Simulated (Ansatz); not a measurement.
Cost and result up the ladder for Ge3Te7 (the lowest singlet isomer of a short search) (10 atoms). Charge 0, multiplicity 1. Geometry: PBE-D4/def2-SVP.

```tsv
atom	x (Å)	y (Å)	z (Å)
Ge1	0.596	-2.943	-0.362
Ge2	0.383	0.658	-2.241
Ge3	-0.839	0.103	-0.146
Te4	1.482	-0.651	1.112
Te5	-2.222	1.779	1.322
Te6	0.317	2.575	-3.667
Te7	1.968	-1.369	-2.235
Te8	-0.098	2.300	3.005
Te9	-2.003	-2.152	-0.513
Te10	0.417	-0.301	3.724
```

Ansatz on 4 threads of Arm Neoverse V2 on a shared host. Times are rough, and most runs start from the orbitals of an earlier one. PBE0-D4/def2-SVP serves as the yardstick here, not as an exact answer. Binding counts from free atoms at the same level (Ge triplet, Te triplet; other spins of the atoms weren't run), without zero-point energy or a counterpoise term.

In the def2 sets Te takes a core potential; there is no spin–orbit coupling. Correlated methods freeze 55 core orbitals; core or outer-core shells of Ge, Te are correlated, in sets that lack core-valence functions. The structure comes from a short search, and lower isomers may exist.

Correlated methods converge slowly with the basis, most of all in double-zeta sets.

```
                           level  functions  wall time  binding energy per atom (eV)  difference from PBE0-D4/def2-SVP (eV)
                 PBE-D4/def2-SVP        278        9 s                          2.75                                   0.19
r2SCAN-D4/def2-SVP (with forces)        278       26 s                          2.53                                  -0.03
                PBE0-D4/def2-SVP        278       34 s                          2.56                                   0.00
                    MP2/def2-SVP        278       37 s                          2.24                                  -0.32
```
